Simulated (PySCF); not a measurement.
An unknown is described by computed data only.

Formula: C3H8F3NSi2.

- Dipole: 2.95 D [PBE0/pcSseg-1]
- NMR, other nuclei: isotropic shieldings of nuclei other than C and H, by class: 258 (1 N), 250 (3 F), 366 (1 Si), 371 (1 Si) ppm [GIAO PBE0/pcSseg-1]
- 1H NMR: chemical shifts (computed TMS as zero) by class: 5.16 (1 H), 5.07 (1 H), 5.04 (1 H), 5.01 (1 H), 2.23 (1 H), 1.43 (1 H), 1.37 (1 H), -0.54 (1 H) ppm [GIAO PBE0/pcSseg-1]
- Rotational structure: rotational constants A, B, C: 2.115, 0.803, 0.664 GHz [GFN2-xTB]
- 13C NMR: chemical shifts (computed TMS as zero) by class: 139.0 (1 C), 31.9 (1 C), 8.9 (1 C) ppm [GIAO PBE0/pcSseg-1]

Electronic properties: PySCF, gas phase, density fitting. Levels stand in brackets. Isolated species at its GFN2-xTB geometry (one conformer only). Each NMR value is the plain mean over a class of atoms that symmetry, rotation or inversion makes alike.

Task: Give a SMILES that accounts for the data.

Result: Numbering: `[F:1][C:2]([F:3])([F:4])[C@@H:5]1[CH2:6][SiH2:7][NH:8][SiH2:9]1`. Its formula, C3H8F3NSi2, gives 1 degree of unsaturation: 1 ring and 0 π bonds in the structure found. 3 carbons fall into 3 classes; from least to most shielded: CF3 carbon [C2] (139.0 ppm), ring sp3 carbon bound to silicon [C5] (31.9 ppm), ring sp3 carbon bound to silicon [C6] (8.9 ppm). Hydrogen classes from least to most shielded: 1 H on an SiH2 silicon, Si7 (5.16 ppm), 1 H on an SiH2 silicon, Si7 (5.07 ppm), 1 H on an SiH2 silicon, Si9 (5.04 ppm), 1 H on an SiH2 silicon, Si9 (5.01 ppm), 1 H on an sp3 carbon bound to silicon, C5 (2.23 ppm), 1 H on an sp3 carbon bound to silicon, C6 (1.43 ppm), 1 H on an sp3 carbon bound to silicon, C6 (1.37 ppm), 1 H on a nitrogen bridging silicon atoms, N8 (-0.54 ppm). The other shieldings belong to: 258 ppm, nitrogen bridging silicon atoms [N8]; 250 ppm, fluorine of a CF3 group [F1/F3/F4]; 366 ppm, SiH2 silicon [Si7]; 371 ppm, SiH2 silicon [Si9]. The optimised geometry has point group C1 and is an asymmetric top. Structure: `FC(F)(F)[C@@H]1C[SiH2]N[SiH2]1`. Computed isomers that give other values at the same levels: `C=NC([SiH3])([SiH3])C(F)(F)F` (13C chemical shifts (computed TMS as zero) by class: 155.7 (1 C), 136.0 (1 C), 59.3 (1 C) ppm). The assignments are read from this structure; whether some other isomer fits the data as well wasn't checked. The mirror image fits equally.
